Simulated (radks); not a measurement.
Problem. Spherical quantum dot in the effective-mass picture: electrons in a parabolic well V = omega^2 r^2 / 2 with omega = 0.192, all in effective atomic units (hartree* = m*/eps^2 hartree, bohr* = eps/m* bohr), one dielectric constant everywhere. Calculated with a radial shooting solver with Libxc functionals: non-relativistic Kohn-Sham, exchange-only LDA, spin-polarised, spherical densities. Levels are named by radial order and angular momentum (1s, 1p, 1d, 2s, ...), and open shells are averaged over m. Results are scaled to m* = 0.221 and eps = 10, for which hartree* = 60.14 meV and bohr* = 2.394 nm. At N = 15 the configuration is 1s2 1p6 1d(up 5, down 2). Does electron 16 go into 2s up or 2s down or 1d down?

Solution. Into 1d down. The total energies of the other choices lie higher by 0.445 meV (2s up), 1.16 meV (2s down).
